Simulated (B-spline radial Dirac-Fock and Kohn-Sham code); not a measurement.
**Kohn-Sham estimates against Dirac-Fock for the levels of Co**

System: atomic cobalt, [Ar] 3d8 4s1 (an excited configuration).

The density-functional columns are spherical, spin-unpolarised Dirac-Kohn-Sham results without Breit or QED terms: −ε is minus the orbital energy of the initial state and ΔSCF the difference of two total energies. The reference in the last column comes from Dirac-Fock (average of configuration) total-energy differences with a finite nucleus, the Breit interaction including its frequency dependence, and self-energy and vacuum-polarisation corrections. All numbers are from a radial finite-basis atomic code, in eV; a selection of levels is shown. For the 1s level of heavy atoms much of the gap between ΔSCF and the reference is the Breit and QED part, -12.8 eV here; for other levels the error of the functional can be larger.

```tsv
level	LDA −ε	LDA ΔSCF	Dirac-Fock
K	7570.2	7729.0	7715.5
L1	891.5	913.5	934.8
L2	773.8	801.3	800.8
L3	759.1	786.0	786.4
M2	62.09	69.06	71.56
M3	60.25	67.19	69.80
M4,5	4.50	10.54	6.67
N1	4.60	7.94	6.20
```

Values without a named source are computed, but for edge energies of neutral atoms, which are taken from tables.
